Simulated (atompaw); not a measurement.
## Before and after: PAW (atompaw) potential for titanium

```json
{
  "Element": "titanium",
  "Generator": "atompaw 4.2.0.5",
  "Type": "PAW",
  "Functional": "LDA (PW92)",
  "Relativity": "non-relativistic",
  "Frozen core": "[Ne]",
  "Valence charge": "12",
  "Reference configuration": "3s2 3p6 3d2 4s0 4p0 (charge +2)",
  "Partial waves": "3s (bound): rc 1.70 bohr; 4s (bound, empty): rc 2.65 bohr; 3p (bound): rc 1.45 bohr; 4p (bound, empty): rc 2.65 bohr; 3d (bound): rc 2.65 bohr; 3d channel at -0.7 Ry: rc 2.65 bohr",
  "Local potential": "bessel scheme, radius 2.25 bohr",
  "Core correction": "smooth core density matched at 1.55 bohr",
  "Augmentation charge": "sinc compensation charge, radius 2.30 bohr; PAW radius 2.65 bohr; waves and projectors: custom rrkj gramschmidtortho"
}
```

Change: wave 3d channel at -0.7 Ry: rc 2.65 bohr becomes 3d channel at -1.21 Ry: rc 2.65 bohr.

Cutoffs: the cutoffs (Ry, on a coarse ladder) from which the occupation-weighted sum of valence levels, in a spherical-Bessel basis at the reference potential, stays within 10 and 1 mRy of its value at 400 Ry; they do not see the model core or the augmentation charge, which bear on the density cutoff.

**Question.** What does the change do?

**Answer.** The potential gets neither clearly harder nor softer (35 Ry and 70 Ry → 35 Ry and 70 Ry); the p channel sets the loose cutoff, while the largest relative change is in d, which becomes harder; the range in which the d phases agree narrows (upper end 4.2 → 0.4); neither file shows a bound ghost.

```tsv
quantity	base	changed
cutoff, loose	35 Ry	35 Ry
cutoff, tight	70 Ry	70 Ry
loose cutoff by channel (10 mRy a level)	s 18 Ry, p 30 Ry, d 10 Ry	s 18 Ry, p 30 Ry, d 12 Ry
bound ghosts	none	none
s: phases at 2.65 bohr within 0.05 rad from the reference energy up to (Ry; the scan ends near 5)	2.2	2.2
p: phases at 2.65 bohr within 0.05 rad from the reference energy up to (Ry; the scan ends near 5)	3.1	3.1
d: phases at 2.65 bohr within 0.05 rad from the reference energy up to (Ry; the scan ends near 5)	4.2	0.4
lowest overlap eigenvalue by channel	s 0.43, p 0.54, d 0.14	s 0.43, p 0.54, d 0.96
```

 The cutoffs see the waves, projectors and local potential, not the compensation charge or the core.
